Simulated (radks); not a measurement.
All-electron atom: the oxygen ion O4+ in 1s1 2s2 3s1 (not the ground configuration). All-electron calculation, Dirac Kohn-Sham, PBEsol, spin-unpolarised, spherical densities, finite nucleus; Fermi nuclear charge, rms radius 2.6991 fm. Program: a radial shooting solver on a logarithmic mesh with Libxc functionals. Some entries of the table are withheld. Estimate them.

orbital,occ.,eigenvalue (hartree),<1/r> (bohr^-1)
1s1/2,1,(1),7.898
2s1/2,2,-4.55132,1.742
2p1/2,0,-4.17094,1.709
2p3/2,0,-4.16671,1.706
3s1/2,1,-1.58181,0.6600
3d3/2,0,-1.30241,0.6196
3d5/2,0,-1.30222,0.6194
4s1/2,0,-0.75578,(2)
4f5/2,0,-0.61686,0.3133
4f7/2,0,-0.61684,0.3133

Answer. 
(1) 1s1/2 eigenvalue (hartree): -26.05866
(2) 4s1/2 <1/r> (bohr^-1): 0.3452
